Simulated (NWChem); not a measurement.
# BBr₂, doublet; SMILES Br[B]Br

```xyz
3

Br     1.6878     0.0000    -0.0505
B      0.0000     0.0000     0.8085
Br    -1.6878     0.0000    -0.0505
```
Atoms are numbered in this order, from 1.

Results from NWChem. Pople sets run with spherical d functions. Spin-unrestricted. In the optimisation the excess spin sits in a1 (C2v, its own frame). Geometry: optimised at PBE-D3(BJ)/def2-SVP, spin-unrestricted. No stability test was run on the SCF state. Vzz is the largest principal value of the second derivative of the potential at the nucleus (NWChem prints the opposite sign); η is the asymmetry. Non-relativistic.

For level PBE/def2-SVP:

* **Vzz Br3 (a.u.)**: 4.008
* **Vzz B2 (a.u.)**: 0.272

**Question.** How do the values read with level PBE/6-31G* instead?

**Answer.** The vzz Br3 (a.u.) is 3.891 and the vzz B2 (a.u.) is 0.257.
